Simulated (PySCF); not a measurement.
Predicted microwave data (PBE0-D3(BJ)/def2-TZVP geometry optimisation, gas phase (PySCF 2.14.0)) for one isomer of C3H5Br:

- Rotational constants: A = 19470, B = 1980, C = 1921 MHz
- Dipole components: |μa| = 1.82 D, |μb| = 0.83 D, |μc| = 0.01 D
- Inertial defect: -18.13 u·Å²
- κ: -0.99

Question: Which structure is it? (One computed conformer of each.)
A. `BrC1CC1`
B. `[CH2:1]=[CH:2][CH2:3][Br:4]` with C1–C2–C3–Br4 -117°
C. 2-bromopropene, `C=C(C)Br`

Answer: B. It is C=CCBr, a near-prolate asymmetric top, point group C1. The candidates at the same level (rigid rotor, commonest isotopes):

```tsv
SMILES	A (MHz)	B (MHz)	C (MHz)	μa (D)	μb (D)	μc (D)	Δ (u·Å²)	point group	rotor
BrC1CC1	16639	2580	2460	1.95	0.00	0.38	-20.76	Cs	near-prolate asymmetric top
C=C(C)Br	9369	3154	2394	1.69	0.27	0.00	-3.12	Cs	asymmetric top
C=CCBr	19470	1980	1921	1.82	0.83	0.01	-18.13	C1	near-prolate asymmetric top
```

`BrC1CC1` has B 30 % too high; `C=C(C)Br` has B 59 % too high. No structure here is proved a minimum.
